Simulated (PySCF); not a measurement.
# C₆ coefficients of unlike pairs at PBE0

Calculated with PySCF 2.14 from the dipole response of each species, C₆(A,B) = (3/π) ∫ α_A(iu) α_B(iu) du, in atomic units, from isotropic polarisabilities. For ions this is the dispersion term alone; charge-induced terms of lower order in 1/R come first.

```csv
species,configuration,basis,relativity,α (bohr³),C₆ (like pair)
K,[Ar] 4s1 (2S),aug-cc-pVQZ-X2C (8s7p5d3f2g),spin-free X2C,340.5,4906
Ga²⁺,[Ar] 3d10 4s1 (2S),"aug-cc-pVTZ-PP with one added diffuse shell each of s, d, f type with ECP10MDF (7s5p5d3f)",core potential,9.886,27.82
Hf²⁺,[Xe] 4f14 5d2 (3F),def2-QZVPPD with the def2 core potential (60 electrons) (7s6p4d3f2g),core potential,14.86,74.44
Tc³⁺,[Kr] 4d4 (5D),aug-cc-pVDZ-PP with ECP28MDF (5s5p4d2f),core potential,5.422,24.44
```

(1) Estimate C₆ for Hf²⁺ with Ga²⁺.

No spin-orbit coupling is included.

The other pairs:

```json
{"pair": "Tc³⁺, Ga²⁺", "C₆": "23.33"}
{"pair": "Hf²⁺, K", "C₆": "392.3"}
{"pair": "Tc³⁺, Hf²⁺", "C₆": "40.79"}
{"pair": "Ga²⁺, K", "C₆": "258.2"}
{"pair": "Tc³⁺, K", "C₆": "163.9"}
```

## Answers

(1) The integral gives 44.83. The combination rule 2 C_A C_B / (C_A α_B/α_A + C_B α_A/α_B) gives 45.35 and the geometric mean 45.51.
